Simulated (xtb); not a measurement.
Cl2Se, charge +1, doublet, at a GFN2-xTB geometry (a state made from the parent by changing its charge; the spin is typed, not shown lowest). Base run: GFN0-xTB run with xtb.

Geometry (Å):
```xyz
3

Se     0.0013     0.0011     0.6460
Cl     1.0457     1.2647    -0.6502
Cl    -1.0482    -1.2670    -0.6417
```
Charge +1, spin multiplicity 2.
All else is at xtb's defaults.
Base energy -10.02466 Eh.

Each row names what was changed in the base input (with any setting that the change needs).

| change | ΔE vs base (kJ/mol) |
|---|---|
| base | 0.00 |
| acc = 1000 | 0.00 |
| etemp = 3000 | -3.01 |
| acc = 30 | 0.00 |
| etemp = 1000 | 0.00 |
| etemp = 5000 | -21.12 |
